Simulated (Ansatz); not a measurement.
Stretching the Se3–H4 bond in BeH2Se (SMILES [BeH][SeH]) (multiplicity 1 held, fragments rigid). Energies count from the point at 1.475 Å.
Geometry at that point (charge 0, multiplicity 1):
```xyz
4

Be    -0.690    -0.761    -1.418
H     -1.209    -1.341    -2.491
Se     0.092     0.160     0.224
H      0.846    -1.065     0.547
```

Signs of static correlation in cc-pVDZ, with CASSCF(4,3), from Ansatz (a program for electronic structure) runs.

| R (Å) | T1 of restricted CCSD | ⟨S²⟩ of UHF | largest double amplitude of restricted CCSD | weight of the CASSCF reference in MRCISD | CASSCF natural occupations |
|---|---|---|---|---|---|
| 1.180 | 0.012 | 0.000 | 0.036 | 0.921 | 2.00 1.99 0.01 |
| 1.327 | 0.012 | 0.000 | 0.032 | 0.921 | 2.00 1.98 0.02 |
| 1.475 | 0.012 | 0.000 | 0.041 | 0.920 | 2.00 1.97 0.03 |
| 1.622 | 0.013 | 0.000 | 0.036 | 0.920 | 2.00 1.96 0.04 |
| 1.769 | 0.014 | 0.000 | 0.064 | 0.920 | 2.00 1.94 0.07 |
| 1.991 | 0.016 | 0.231 | (withheld) | 0.920 | 2.00 1.89 0.11 |
| 2.212 | 0.018 | 0.604 | (withheld) | 0.920 | 2.00 1.81 0.19 |
| 2.581 | 0.025 | 0.866 | 0.379 | 0.921 | 2.00 1.64 0.36 |
| 2.949 | 0.031 | 0.956 | 0.522 | 0.921 | 2.00 1.44 0.56 |
| 3.392 | 0.038 | 0.992 | 0.669 | 0.921 | 2.00 1.25 0.75 |
| 3.981 | 0.041 | 1.004 | 0.798 | 0.922 | 2.00 1.11 0.89 |
| 4.719 | 0.040 | 1.007 | 0.873 | 0.922 | 2.00 1.04 0.96 |

Some entries are withheld; supply them.


- 1.991, largest double amplitude of restricted CCSD: 0.135
- 2.212, largest double amplitude of restricted CCSD: 0.218

Doubts at one or more of the structures used: active orbitals that take no part (SC-NEVPT2 on CASSCF(4,3)/cc-pVDZ); a restricted determinant that unrestricted orbitals would lower (R-CCSD(T)/cc-pVDZ); other coupled-cluster roots lie near (R-CCSD(T)/cc-pVDZ); a spin-contaminated determinant (U-CCSD(T)/cc-pVDZ); T1 above 0.05 (U-CCSD(T)/cc-pVDZ).
